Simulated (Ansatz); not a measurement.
A nudged elastic band was laid between two geometries of GaH3 + H4Si (9 atoms, charge 0, multiplicity 1).

The calculation used Ansatz 0.2.0, RHF/def2-SVP.

```yaml
movable_images: 9
climbing_image: yes
spring: 5.0 eV/Å²
optimiser: quadratic models (default)
start_path: through a guess of the saddle point
force_threshold: 0.05 eV/Å
iteration_limit: 60
end_points: relaxed
```

First end point:

```xyz
9
Properties=species:S:1:pos:R:3
Ga -0.024 0.751 -0.008
H -0.007 1.446 1.402
H 1.327 0.473 -0.767
H -1.396 0.403 -0.699
Si 0.129 -3.096 1.237
H -0.648 -3.691 0.130
H 1.541 -3.528 1.163
H -0.456 -3.478 2.539
H 0.078 -1.614 1.115
```

Last end point:

```xyz
9
Properties=species:S:1:pos:R:3
Ga -0.155 -0.707 -0.347
H 0.442 1.062 2.017
H 1.094 -0.002 -1.002
H -1.552 0.023 -0.427
Si 0.044 -2.920 0.702
H -0.281 -3.979 -0.290
H 1.421 -3.171 1.202
H -0.894 -3.067 1.846
H 0.425 0.427 2.411
```

**Question.** What changes between the two ends?

**Answer.** Bonds broken: Ga1–H2, Si5–H9. Bonds formed: Ga1–Si5, H2–H9. GaH3 + H4Si becomes GaH5Si + H2.

**Question.** What energy profile does the band end with?

**Answer.** It converged. The highest image is number 4 of 0 to 10, 2.21 eV above the first end and 1.84 eV above the last; the last end lies 0.37 eV above the first. Neighbouring images differ by up to 1.5 eV, so the band resolves the path poorly. A vibrational analysis at the climbing image gives 2 clearly imaginary modes (1691i, 61i cm⁻¹): a point of higher order, so a lower path passes nearby. The orbitals stay closed-shell, which can raise the energy where a bond breaks towards radicals; this wasn't checked here.

```tsv
image	path coordinate (Å)	energy (eV)	Ga1–H2 (Å)	Si5–H9 (Å)	Ga1–Si5 (Å)
0	0.00	0.00	1.57	1.49	4.05
1	0.60	0.01	1.57	1.49	3.71
2	1.19	0.12	1.57	1.48	3.35
3	1.79	0.75	1.59	1.54	3.01
4	2.38	2.21	1.74	1.93	2.73
5	2.92	1.10	2.01	2.36	2.52
6	3.45	0.53	2.30	2.79	2.45
7	3.98	0.40	2.61	3.26	2.46
8	4.51	0.37	2.94	3.70	2.46
9	5.05	0.37	3.06	3.83	2.46
10	5.58	0.37	3.01	3.78	2.46
```

**Question.** What is the geometry of the highest image?

**Answer.** 
```xyz
9
Properties=species:S:1:pos:R:3
Ga 0.012 -0.102 -0.053
H -0.004 0.338 1.625
H 1.444 0.143 -0.604
H -1.432 0.042 -0.608
Si 0.113 -2.621 0.997
H -0.711 -3.333 -0.009
H 1.515 -3.095 0.915
H -0.421 -2.949 2.344
H 0.028 -0.757 1.507
```

The band took 10 iterations and roughly 2.3 core-minutes.

The run took 2.3 min on 1 thread of Arm Neoverse V1, on a shared host, peak memory 0.16 GiB.
